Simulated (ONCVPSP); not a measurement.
# Configuration tests for I (ONCV)

I (Z = 53), optimised norm-conserving Vanderbilt (ONCV), made with ONCVPSP 4.0.1 (PBE, scalar-relativistic). Core [Kr], reference 4d10 5s1.75 5p5.25. Waves: 5s: rc 1.85 bohr, ncon 3, nbas 7, qcut 4 1/bohr, 2 projectors, debl 2.2 Ha; 5p: rc 2.00 bohr, ncon 3, nbas 8, qcut 4.9 1/bohr, 2 projectors, debl 0.7 Ha; 4d: rc 1.00 bohr, ncon 3, nbas 7, qcut 9.2 1/bohr, 3 projectors, debl 2.8 Ha. Local part: polynomial inside 0.80 bohr (lpopt 1, dvloc0 -1 Ha). Core correction: Teter function, fcfact 5.25, rcfact 1.35.

Energies are relative to the spin-unpolarised reference configuration 4d10 5s1.75 5p5.25; without spin polarisation the order of configurations can differ from experiment.

```tsv
valence configuration	charge	ΔE all-electron (eV)	error AE − PS (meV)
4d10 5s2 5p4	+1	8.545	-3.8
4d10 5s2 5p3	+2	28.392	-8.8
4d10 5s2 5p2	+3	57.720	-11
```

Problem. What are ΔE and the potential's error for 4d10 5s2 5p5?

Solution. ΔE = -2.586 eV all-electron; the error (AE − PS) is -0.3 meV.

Levels in the configuration 4d10 5s2 5p4:

| level | all-electron (eV) | pseudo (eV) |
| --- | --- | --- |
| 4d | -59.814 | -59.748 |
| 5s | -26.250 | -26.245 |
| 5p | -15.349 | -15.350 |

Note: ghosts flagged at negative energy: s at -343.3 eV, p at -106.9 eV, d at -6613.9 eV; GHOST(+) flagged for s at 148.4 eV. A true bound ghost makes a file unfit for plane-wave use.
